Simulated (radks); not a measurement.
Results of a calculation; reference values are marked as such.
Valence configurations of Nb2+ (all share [Kr]). Level of theory: Dirac Kohn-Sham, BLYP, spin-unpolarised, spherical densities, finite nucleus; open shells are shared between the two j in proportion to 2j + 1; Fermi nuclear charge, rms radius 4.324 fm (a radial shooting solver on a logarithmic mesh with Libxc functionals). Energies are relative to 4d3; eigenvalues in eV.

| valence | E (eV) | e(4d3/2) | e(4d5/2) | e(5p1/2) | e(5p3/2) | e(5s1/2) |
|---|---|---|---|---|---|---|
| 4d3 | 0.000 | -19.153 | -18.954 | - | - | - |
| 4d2.5 5s0.5 | 1.116 | -20.447 | -20.238 | - | - | -17.770 |
| 4d2 5s1 | 2.560 | -21.797 | -21.578 | - | - | -18.434 |
| 4d1 5s2 | 6.521 | -24.639 | -24.399 | - | - | -19.778 |
| 4d2 5p1 | 7.608 | -22.761 | -22.538 | -14.171 | -13.878 | - |
| 4d1.5 5s0.5 5p1 | 9.569 | -24.152 | -23.919 | -14.667 | -14.358 | -19.721 |
| 4d0.5 5s2 5p0.5 | 11.845 | -26.590 | -26.337 | -15.418 | -15.079 | -20.750 |
| 4d1 5s1 5p1 | 11.906 | -25.585 | -25.341 | -15.166 | -14.840 | -20.378 |
| 4d1 5p2 | 17.379 | -26.501 | -26.253 | -15.659 | -15.323 | - |
| 5s2 5p1 | 17.773 | - | - | -16.167 | -15.805 | -21.701 |

NIST lists [Kr] 4d3 as the ground configuration; this level of theory agrees among the configurations tried. The energies are those of spherical spin-averaged densities, not of single terms.
